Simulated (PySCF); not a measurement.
C2H6O3Si.
Cartesian coordinates in Å at the PBE0-D3(BJ)/def2-SVP level; atoms count from 1:
```xyz
12
C2H6O3Si angstrom
C      2.1231   -0.0571    0.0399
C      0.6637   -0.2837    0.2834
O      0.2260   -1.0316    1.1292
O     -0.1080    0.4278   -0.5383
Si    -1.8247    0.4709   -0.5603
O     -2.4045   -0.5958    0.5435
H      2.7184   -0.6525    0.7403
H      2.3671   -0.3297   -0.9974
H      2.3525    1.0124    0.1533
H     -2.1885    1.8791   -0.2544
H     -2.2084    0.1208   -1.9519
H     -1.6690   -1.0041    1.0393
```

Level of theory: PBE0-D3(BJ)/def2-SVP geometry optimisation, gas phase (PySCF 2.14.0).

Masses are those of the commonest isotopes; rigid-rotor values at the optimised geometry. The values belong to one conformer with, in the numbering `[CH3:1][C:2](=[O:3])[O:4][SiH2:5][OH:6]`, C1–C2–O4–Si5 -179°, C2–O4–Si5–O6 -4°, O4–Si5–O6–H 4°.

(1) Give the principal moments of inertia and the rotational constants in GHz.

(2) What kind of rotor is it?

(3) Is it planar, by Δ = Ic − Ia − Ib?

(4) Give the other two planar moments, Paa and Pbb, and the rms extents of the mass along the axes.

(5) List the rotational levels J(Ka,Kc) to J = 2 (MHz).

(6) Which types of transition are allowed, and where do some lines up to J = 4 fall?

Results:

(1) Ia = 79.81, Ib = 259.81, Ic = 330.39 u·Å²; 505379 MHz·u·Å²/I gives 6332, 1945 and 1530 MHz, that is A = 6.3320, B = 1.9452, C = 1.5297 GHz.

(2) An asymmetric top; Ray's κ = -0.827.

(3) Not planar: Δ = Ic − Ia − Ib = -9.23 u·Å². For a rigid frame Δ = −2 Σ m c², so Σ m c² = 4.62 u·Å² lies off the ab plane: 4.59 from hydrogen and 0.03 from heavier atoms. The atom farthest from that plane is 1.27 Å away.

(4) Paa = Σ m a² = (Ib + Ic − Ia)/2 = 255.19 and Pbb = Σ m b² = (Ia + Ic − Ib)/2 = 75.20 u·Å². With the mass M = 106.01 u, the rms extents √(P/M) along a, b and c are 1.55, 0.84, 0.21 Å.

(5) Above 0(0,0):
J = 1: 1(0,1) 3475, 1(1,1) 7862, 1(1,0) 8277
J = 2: 2(0,2) 10396, 2(1,2) 14396, 2(1,1) 15642, 2(2,1) 28803, 2(2,0) 28831
Those of J = 1 are B + C, A + C and A + B.

(6) The dipole components are |μa| = 1.75 D, |μb| = 1.95 D, |μc| = 0.03 D. Intensities carry the squares of the components, which stand as 0.81 : 1.00 : 0.00 (a : b : c). Some of the stronger lines:

| type | branch | J(Ka,Kc) | MHz | lower level (cm⁻¹) |
| --- | --- | --- | --- | --- |
| a | Q | 4(2,2) ← 4(2,3) | 414 | 1.771 |
| a | Q | 1(1,0) ← 1(1,1) | 416 | 0.262 |
| a | Q | 2(1,1) ← 2(1,2) | 1247 | 0.480 |
| a | Q | 4(1,3) ← 4(1,4) | 4147 | 1.241 |
| b | Q | 2(1,1) ← 2(0,2) | 5246 | 0.347 |
| a | R | 3(1,3) ← 2(1,2) | 9784 | 0.480 |
| a | R | 3(1,2) ← 2(1,1) | 11030 | 0.522 |
| b | Q | 3(2,1) ← 3(1,2) | 12695 | 0.890 |
| b | Q | 2(2,1) ← 2(1,2) | 14407 | 0.480 |
| a | R | 4(1,3) ← 3(1,2) | 14670 | 0.890 |
| b | Q | 4(2,3) ← 4(1,4) | 15909 | 1.241 |
| b | R | 2(2,0) ← 1(1,1) | 20969 | 0.262 |
| b | Q | 4(3,1) ← 4(2,2) | 22659 | 1.785 |
| b | Q | 4(3,2) ← 4(2,3) | 23065 | 1.771 |
| b | R | 4(2,2) ← 3(1,3) | 29339 | 0.807 |
| b | R | 3(3,1) ← 2(2,0) | 33386 | 0.962 |
| b | R | 4(4,1) ← 3(3,0) | 46065 | 2.075 |

PBE0-D3(BJ)/def2-SVP frequencies: not computed here. These are rigid-rotor constants of the computed structure; measured ground-state constants (B0) also hold zero-point vibration. A rigid rotor knows nothing of internal rotation, which can split or shift real lines.
